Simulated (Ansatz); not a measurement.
hexafluorophosphate (F6P), SMILES F[P-](F)(F)(F)(F)F, charge -1.

The structure is a stationary point at TPSSh-D3(BJ)/def2-SVPD.

Two levels are set side by side: PBE/def2-SVPD (Ansatz, a quantum-chemistry and plane-wave program) and PBE0/def2-SVPD (Ansatz). Energy differences of separate SCF runs at the same geometry; the states with an electron removed or added have multiplicity 2. Differences are taken from unrounded values.

```csv
quantity,PBE
vertical ionisation energy (eV),6.97
vertical singlet–triplet gap (eV),7.76
```

These are the PBE values. What does PBE0 give? (The exact figures need the calculation; the answer reports its results.)


```csv
quantity,PBE0,PBE minus PBE0
vertical ionisation energy (eV),8.15,-1.18
vertical singlet–triplet gap (eV),9.18,-1.42
```
